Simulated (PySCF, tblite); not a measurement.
C5H8NO2 (charge -1).
SMILES with atom numbers: `[H]/[N:5]=[CH:4]/[CH2:3][C@@H:2]([CH3:1])[C:6](=[O:7])[O-:8]` (hydrogens: H9, H10, H11 on C1; H12 on C2; H13, H14 on C3; H15 on C4; H16 on N5)
Bond orders are those of one Lewis drawing.

Computed with GFN2-xTB (tblite), gas phase: Langevin dynamics at 600 K from the optimised GFN2-xTB geometry, time step 0.5 fs, friction 0.01 fs⁻¹, 2000 steps. Over the second half of the run the saved frames average 683 K.

Frame at 250 fs, instantaneous temperature 456 K:
```
atom  x, y, z in Å
C1     -2.312    0.453    0.986
C2     -1.646   -0.215   -0.219
C3     -0.500   -1.019    0.420
C4      0.753   -0.331    0.876
N5      1.809   -0.918    0.339
C6     -0.779    1.089   -0.949
O7     -1.316    1.829   -1.738
O8      0.369    1.189   -0.448
H9     -1.627    0.499    1.691
H10    -2.811    1.401    0.878
H11    -3.183   -0.154    1.319
H12    -2.227   -0.786   -0.937
H13    -0.857   -1.568    1.294
H14    -0.051   -1.820   -0.103
H15     0.795    0.249    1.820
H16     2.652   -0.630    0.786
```

Frame at 425 fs, instantaneous temperature 627 K:
```
atom  x, y, z in Å
C1     -3.181    0.412    1.124
C2     -2.145   -0.314    0.270
C3     -1.055   -1.207    1.212
C4      0.104   -0.396    1.624
N5      1.345   -0.690    1.538
C6     -1.412    0.696   -0.637
O7     -2.185    1.213   -1.470
O8     -0.348    1.071   -0.290
H9     -2.578    1.179    1.770
H10    -3.833    0.913    0.449
H11    -3.677   -0.256    1.883
H12    -2.719   -0.970   -0.313
H13    -1.651   -1.527    2.092
H14    -0.656   -1.968    0.607
H15    -0.241    0.475    2.145
H16     1.944    0.193    1.772
```

Frame at 625 fs, instantaneous temperature 828 K:
```
atom  x, y, z in Å
C1     -2.976    0.216    1.141
C2     -1.964   -0.365    0.145
C3     -0.989   -1.231    0.818
C4      0.026   -0.383    1.553
N5      1.258   -0.562    1.515
C6     -1.244    0.893   -0.524
O7     -1.403    1.080   -1.730
O8     -0.580    1.686    0.204
H9     -2.977   -0.427    1.975
H10    -2.890    1.316    1.361
H11    -4.018    0.176    0.677
H12    -2.557   -0.930   -0.643
H13    -1.361   -1.812    1.589
H14    -0.359   -1.860    0.166
H15    -0.343    0.343    2.257
H16     1.827    0.069    1.990
```

Frame at 800 fs, instantaneous temperature 818 K:
```
atom  x, y, z in Å
C1     -2.829    0.197    1.837
C2     -1.738   -0.249    0.756
C3     -0.505   -1.176    1.447
C4      0.294   -0.249    2.143
N5      1.559   -0.369    2.049
C6     -1.041    0.954    0.048
O7     -1.484    1.361   -1.048
O8     -0.212    1.590    0.783
H9     -3.242    1.143    1.416
H10    -3.605   -0.644    1.879
H11    -2.549    0.336    2.894
H12    -2.235   -0.738   -0.112
H13    -1.175   -1.789    2.125
H14    -0.165   -1.904    0.640
H15    -0.296    0.549    2.573
H16     2.075    0.260    2.594
```

Frame at 1000 fs, instantaneous temperature 422 K:
```
atom  x, y, z in Å
C1     -2.723    1.287    1.595
C2     -1.615    0.744    0.644
C3     -0.909   -0.521    1.210
C4      0.165   -0.171    2.251
N5      1.254   -0.823    2.277
C6     -0.470    2.030    0.288
O7     -0.319    2.226   -0.915
O8      0.212    2.364    1.238
H9     -3.534    1.740    1.040
H10    -3.257    0.504    2.192
H11    -2.291    2.107    2.141
H12    -1.991    0.409   -0.281
H13    -1.552   -1.363    1.572
H14    -0.360   -0.989    0.389
H15     0.078    0.652    2.943
H16     1.846   -0.524    3.076
```

Task: What do single points at PBE0/pcSseg-1 (PySCF, gas phase) give on these frames?

Result: 
```
t (fs)  GFN2-xTB E above start (eV)  DFT E above lowest frame (eV)  HOMO (eV)  LUMO (eV)
   250                         1.33                           0.87      -1.52       5.13
   425                         1.14                           0.30      -1.30       4.28
   625                         0.88                           0.16      -1.03       4.71
   800                         1.41                           0.66      -1.23       4.51
  1000                         0.90                           0.00      -1.29       4.16
```

The two levels order the frames differently by energy; measured from each level's lowest frame they differ by 0.42 eV at most. The HOMO–LUMO gap runs from 5.45 to 6.65 eV. These are instantaneous structures, not minima.

Task: And the isotropic GIAO shieldings (ppm) from the same runs?

Result: 
```csv
atom,250 fs,425 fs,625 fs,800 fs,1000 fs,mean,range
C1,168.2,152.9,157.5,155.7,166.5,160.2,15.3
C2,133.9,128.0,140.1,119.9,136.0,131.6,20.2
C3,131.5,139.2,139.7,139.2,133.3,136.6,8.2
C4,11.5,2.0,8.2,13.3,-6.9,5.6,20.2
N5,10.4,-51.2,-37.1,-15.0,-78.1,-34.2,88.5
C6,12.6,18.5,5.6,-0.6,19.2,11.1,19.8
O7,23.7,18.9,-68.8,-50.2,-18.4,-19.0,92.5
O8,-36.5,-10.0,2.4,-67.4,29.1,-16.5,96.5
H9,33.3,28.5,31.8,29.0,30.7,30.7,4.8
H10,31.0,29.5,28.5,29.3,30.8,29.8,2.5
H11,30.4,30.0,29.0,30.0,29.9,29.9,1.4
H12,29.9,30.0,28.5,28.6,30.8,29.6,2.3
H13,30.6,29.8,31.5,29.2,29.2,30.1,2.3
H14,29.4,30.3,29.4,28.1,28.8,29.2,2.2
H15,22.6,23.2,22.5,21.7,22.2,22.4,1.5
H16,25.7,22.5,23.1,24.3,22.3,23.6,3.4
```

What follows is the cost of the whole dynamics run. On one thread, AMD EPYC 9R45 (x86_64), on a shared host, this took 7.9 s wall and 0.18 GiB of memory at its peak.
